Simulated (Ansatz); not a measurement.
The cluster As5⁺, relaxed as a quintet with UKS PBE-D4/def2-SVP in Ansatz, starting from the PBE-D4/def2-SVP geometry of the charge +1 singlet. Force threshold 0.02 eV/Å.

The relaxation made no stability test and no search for a lower SCF solution. At PBE-D4/def2-SVP a singlet of charge 1 lies 2.41 eV below the quintet, each at its own geometry. The structure comes from a short search, and lower isomers may exist.

Start:

```xyz
5

As    1.493    0.940   -0.210
As    1.015   -1.315    0.633
As   -0.299   -0.471   -1.429
As   -1.343   -0.704    0.925
As   -0.866    1.550    0.081
```

```tsv
step	energy (eV)	largest force component (eV/Å)	SCF passes
1	-304115.7649	1.806	26
2	-304116.2641	0.433	31
3	-304116.3408	0.234	33
4	-304116.3700	0.205	26
5	-304116.4229	0.262	33
6	-304116.4938	0.889	49
7	-304117.1768	1.932	38
8	-304117.8792	0.780	26
9	-304118.0408	0.993	25
10	-304118.1570	0.187	26
11	-304118.1725	0.031	19
12	-304118.1726	0.008	17
```

Force components are those of the run's own axes.

End:

| atom | x (Å) | y (Å) | z (Å) |
| --- | --- | --- | --- |
| As1 | 1.157 | 0.661 | -0.460 |
| As2 | 1.159 | -1.160 | 1.250 |
| As3 | -0.401 | -0.636 | -1.920 |
| As4 | -1.157 | -0.661 | 0.460 |
| As5 | -0.759 | 1.796 | 0.671 |

Bonds lost: As2–As3, As3–As5 (atoms count from 1). Bonds formed: As1–As4 (atoms count from 1).

No frequencies were taken in this run, so the end may be a saddle point.

It took 38 s on 4 threads of Arm Neoverse V2 on a shared host.
